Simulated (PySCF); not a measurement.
Compound: C8H8Cl2.
Atom-mapped SMILES: `[Cl:1][CH:2]([Cl:3])[C:4]1=[CH:5][CH:6]=[CH:7][CH:8]=[CH:9][CH2:10]1`

Structure used (PBE0-D3(BJ)/def2-SVP), in Å, numbered top down from 1:
```
atom  x, y, z in Å
Cl1    3.7417   -0.2082   -1.0665
C2     2.7639    0.0137    0.4204
Cl3    2.9045   -1.4413    1.4513
C4     1.3410    0.2920    0.0824
C5     0.7842    1.4790    0.4245
C6    -0.6106    1.8128    0.2822
C7    -1.6526    0.9365    0.3791
C8    -1.5414   -0.4786    0.6408
C9    -0.5085   -1.2564    0.2517
C10    0.5564   -0.7443   -0.6687
H11    3.2245    0.8385    0.9752
H12    1.4281    2.2488    0.8646
H13   -0.8539    2.8788    0.2311
H14   -2.6608    1.3637    0.3957
H15   -2.3509   -0.9337    1.2213
H16   -0.4444   -2.2893    0.6068
H17    0.0942   -0.2703   -1.5526
H18    1.2156   -1.5493   -1.0176
```

Probes without a nucleus sit at each ring's centroid and 1 Å off its mean plane on both sides; NICS is minus the shielding there, NICSzz its component along the normal. Level: GIAO KT3/pcSseg-1 (PySCF, non-relativistic, gas phase) on the PBE0-D3(BJ)/def2-SVP geometry, one conformer.

Ring bond lengths (Å): C4–C5 1.355, C5–C6 1.441, C6–C7 1.365, C7–C8 1.443, C8–C9 1.350, C9–C10 1.498, C10–C4 1.501.

**Question.** What do the NICS probes read (ppm)?

**Answer.** 
```csv
ring,type,NICS(0),"NICS(1), two faces","NICS(1)zz, two faces",rms pucker (Å),"centre to ring atoms, mean (Å)"
C4–C5–C6–C7–C8–C9–C10,"7-membered carbocycle; formal bonds 3 double, 4 single",-4.4,-7.2 / -5.0,-11.2 / -7.2,0.29,1.57
```

**Question.** What can be read from them?

**Answer.** 
- C4–C5–C6–C7–C8–C9–C10: mean NICS(1)zz -9.2 ppm, shielded. C10 has four or more neighbours; no verdict on aromaticity is drawn. The two faces differ by 4.0 ppm, so no symmetry operation interchanges them.

**Question.** At the first NICS(1) probe listed for ring C4–C5–C6–C7–C8–C9–C10, 1 Å off the ring, what do the in-plane components average?

**Answer.** The isotropic value is a third of the trace: (3 × -7.2 − (-11.2))/2 = -5.2 ppm.

**Question.** How do the values depend on the level or the medium?

**Answer.** 
| level | NICS(0), C4–C5–C6–C7–C8–C9–C10 | mean NICS(1)zz, C4–C5–C6–C7–C8–C9–C10 |
| --- | --- | --- |
| KT3/pcSseg-1, gas | -4.4 | -9.2 |
| PBE0/pcSseg-1, gas | -4.2 | -9.3 |
| PBE0/pcSseg-1, IEF-PCM acetone | -4.1 | -9.4 |
| PBE0/pcSseg-1, IEF-PCM benzene | -4.1 | -9.3 |

The geometry is the same throughout; the continuum's cavity takes Bondi-type radii × 1.2.
